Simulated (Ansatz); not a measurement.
The same molecule with X = B, Al, Ga, In. Ansatz, PBE0-D4/def2-TZVP geometries, multiplicity 1.

Elements past krypton have def2 core potentials. Scalar relativity is left out up to krypton.

| X | molecule | mean X–H bond length / Å | mean X–O bond length / Å | size of the dipole moment (PBE/def2-TZVPP) / D | HOMO energy (PBE/def2-TZVPP) / eV | HOMO energy (B3LYP/def2-TZVPP) / eV |
| --- | --- | --- | --- | --- | --- | --- |
| B | `[BH3-][O+]([SiH3])[SiH3]` | 1.209 | 1.668 | 3.25 | -6.85 | -8.04 |
| Al | `[AlH3-][O+]([SiH3])[SiH3]` | 1.600 | 2.001 | 3.60 | -6.43 | -7.49 |
| In | `[SiH3][O+]([SiH3])[InH3-]` | 1.730 | 2.486 | 2.28 | -6.55 | -7.54 |

(1) Give the row for X = Ga, `[SiH3][O+]([SiH3])[GaH3-]`. (An estimate is asked.)

Results:

(1) The calculation gave: 
```tsv
X	molecule	mean X–H bond length / Å	mean X–O bond length / Å	size of the dipole moment (PBE/def2-TZVPP) / D	HOMO energy (PBE/def2-TZVPP) / eV	HOMO energy (B3LYP/def2-TZVPP) / eV
Ga	`[SiH3][O+]([SiH3])[GaH3-]`	1.576	2.205	2.70	-6.69	-7.74
```

From B to In the mean X–H bond length isn't monotonic: highest at In, lowest at B; the mean X–O bond length rises at each step, by 0.818 Å in all; the HOMO energy (PBE/def2-TZVPP) isn't monotonic: highest at Al, lowest at B; the HOMO energy (B3LYP/def2-TZVPP) isn't monotonic: highest at Al, lowest at B. Bonds lengthen as the atom grows down the group. Dipoles are sizes alone, and their direction can turn along the series.

B3LYP here is the variant with VWN-RPA as its local correlation; programs differ in this.
